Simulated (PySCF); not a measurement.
C₁₂H₈, SMILES C1=Cc2cc3c(cc2=C1)C=CC=3.

Geometry optimised at PBE-D3(BJ)/def2-SVP.

Method: PBE-D3(BJ)/def2-SVP in PySCF.

Harmonic, unscaled wavenumbers; measured fundamentals usually lie a few per cent lower.

Computed harmonic wavenumbers and intensities:
| mode | ν (cm⁻¹) | IR (km/mol) | moving atoms (share of kinetic energy) |
|---|---|---|---|
| 1 | 108 | 2.0 | C 86 %, H 14 % |
| 2 | 179 | 0.0 | C 78 %, H 22 % |
| 3 | 244 | 0.0 | C 91 %, H 9 % |
| 4 | 297 | 1.5 | C 82 %, H 18 % |
| 5 | 344 | 0.0 | C 88 %, H 12 % |
| 6 | 364 | 0.0 | C 70 %, H 30 % |
| 7 | 413 | 19.8 | C 66 %, H 34 % |
| 8 | 439 | 0.0 | C 93 % |
| 9 | 510 | 0.0 | C 84 %, H 16 % |
| 10 | 547 | 11.7 | C 66 %, H 34 % |
| 11 | 556 | 0.0 | C 63 %, H 37 % |
| 12 | 677 | 0.0 | C 84 %, H 16 % |
| 13 | 727 | 0.0 | C 92 % |
| 14 | 734 | 0.0 | H 78 %, C 22 % |
| 15 | 736 | 68.6 | H 80 %, C 20 % |
| 16 | 759 | 0.0 | C 79 %, H 21 % |
| 17 | 776 | 5.9 | C 88 %, H 12 % |
| 18 | 782 | 4.5 | C 90 %, H 10 % |
| 19 | 809 | 0.0 | H 69 %, C 31 % |
| 20 | 847 | 0.0 | H 62 %, C 38 % |
| 21 | 849 | 5.2 | C 60 %, H 40 % |
| 22 | 852 | 0.0 | C 83 %, H 17 % |
| 23 | 892 | 1.6 | H 72 %, C 28 % |
| 24 | 899 | 0.0 | H 67 %, C 33 % |
| 25 | 926 | 0.0 | C 59 %, H 41 % |
| 26 | 928 | 10.7 | H 61 %, C 39 % |
| 27 | 934 | 0.0 | H 61 %, C 39 % |
| 28 | 1024 | 0.1 | H 88 %, C 12 % |
| 29 | 1041 | 97.0 | H 70 %, C 30 % |
| 30 | 1044 | 0.0 | H 65 %, C 35 % |
| 31 | 1058 | 0.0 | C 52 %, H 48 % |
| 32 | 1165 | 0.0 | H 75 %, C 25 % |
| 33 | 1165 | 19.7 | C 54 %, H 46 % |
| 34 | 1185 | 0.0 | H 62 %, C 38 % |
| 35 | 1213 | 0.0 | H 63 %, C 37 % |
| 36 | 1270 | 2.6 | C 88 %, H 12 % |
| 37 | 1328 | 0.0 | C 85 %, H 15 % |
| 38 | 1345 | 0.0 | C 64 %, H 36 % |
| 39 | 1353 | 10.2 | C 85 %, H 15 % |
| 40 | 1411 | 0.0 | C 93 % |
| 41 | 1417 | 84.0 | C 84 %, H 16 % |
| 42 | 1431 | 3.1 | C 73 %, H 27 % |
| 43 | 1531 | 28.6 | C 96 % |
| 44 | 1564 | 0.0 | C 94 % |
| 45 | 1564 | 0.0 | C 94 % |
| 46 | 1596 | 553.7 | C 96 % |
| 47 | 3102 | 20.7 | H 92 %, C 8 % |
| 48 | 3103 | 0.0 | H 92 %, C 8 % |
| 49 | 3144 | 0.0 | H 92 %, C 8 % |
| 50 | 3145 | 0.0 | H 92 %, C 8 % |
| 51 | 3150 | 0.0 | H 91 %, C 9 % |
| 52 | 3150 | 15.9 | H 91 %, C 9 % |
| 53 | 3173 | 19.4 | H 91 %, C 9 % |
| 54 | 3174 | 0.0 | H 91 %, C 9 % |
